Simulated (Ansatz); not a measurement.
Reaction (isomerisation): `FC1(Cl)CB1S` → `C=C(F)B(S)Cl`

Calculated with Ansatz (gas phase, PBE0-D4/def2-TZVP geometries, no zero-point term in ΔE). CCSD(T)/CBS is the MP2 limit (def2-TZVPP, def2-QZVPP) plus CCSD(T) − MP2 in def2-TZVPP, frozen cores. DFT in def2-TZVPP. B3LYP here is the variant with VWN-RPA as its local correlation; programs differ in this. Each species was taken in one conformer, which may not be the lowest.

```json
{"level": "PBE-D4", "ΔE (kJ/mol)": "-194.2", "difference from CCSD(T)/CBS": "21.1"}
{"level": "PBE0-D4", "ΔE (kJ/mol)": "-195.3", "difference from CCSD(T)/CBS": "20.0"}
{"level": "B2PLYP", "ΔE (kJ/mol)": "-215.3", "difference from CCSD(T)/CBS": "0.0"}
{"level": "PBE", "ΔE (kJ/mol)": "-192.8", "difference from CCSD(T)/CBS": "22.5"}
{"level": "PBE0", "ΔE (kJ/mol)": "-194.2", "difference from CCSD(T)/CBS": "21.1"}
{"level": "B3LYP", "ΔE (kJ/mol)": "-212.1", "difference from CCSD(T)/CBS": "3.2"}
{"level": "HF/def2-TZVPP", "ΔE (kJ/mol)": "-231.5", "difference from CCSD(T)/CBS": "-16.2"}
{"level": "MP2/def2-TZVPP", "ΔE (kJ/mol)": "-214.0", "difference from CCSD(T)/CBS": "1.3"}
{"level": "SCS-MP2/def2-TZVPP", "ΔE (kJ/mol)": "-217.8", "difference from CCSD(T)/CBS": "-2.5"}
{"level": "CCSD/def2-TZVPP", "ΔE (kJ/mol)": "-216.3", "difference from CCSD(T)/CBS": "-1.0"}
{"level": "HF/def2-QZVPP", "ΔE (kJ/mol)": "-231.1", "difference from CCSD(T)/CBS": "-15.8"}
{"level": "MP2/def2-QZVPP", "ΔE (kJ/mol)": "-212.8", "difference from CCSD(T)/CBS": "2.5"}
{"level": "SCS-MP2/def2-QZVPP", "ΔE (kJ/mol)": "-216.8", "difference from CCSD(T)/CBS": "-1.5"}
{"level": "HF/CBS(def2)", "ΔE (kJ/mol)": "-231.1", "difference from CCSD(T)/CBS": "-15.8"}
{"level": "MP2/CBS(def2)", "ΔE (kJ/mol)": "-212.2", "difference from CCSD(T)/CBS": "3.1"}
{"level": "CCSD/CBS(def2)", "ΔE (kJ/mol)": "-214.4", "difference from CCSD(T)/CBS": "0.9"}
{"level": "CCSD(T)/CBS", "ΔE (kJ/mol)": "-215.3", "difference from CCSD(T)/CBS": "0"}
```

Largest T1 diagnostic among the species: 0.013.

In def2-TZVPP, CCSD(T) changes the Hartree–Fock value by +14.4 kJ/mol (the triples alone add −0.9 kJ/mol) and MP2 by +17.5 kJ/mol.
